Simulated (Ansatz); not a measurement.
Ansatz (a program for electronic structure) input:

Ansatz 0.2 input:
```yaml
crystal:
  periodic: [false, false, false]
  atoms:
    - {symbol: K, position_ang: [-0.00000000, -0.00000000, -0.73765491]}
    - {symbol: F, position_ang: [0.00000000, 0.00000000, 1.55727147]}
basis:
  gaussian:
    orbitals: def2-TZVPD
hamiltonian:
  xc: {name: wB97M-V}
total_charge: -1
magnetization: {spin_polarized: true, initial_magnetization: 1}
output: {forces: true}
```

Question: Predict the final energy.

Answer: -699.81627 Eh (wB97M-V/def2-TZVPD). The basis has 76 functions.
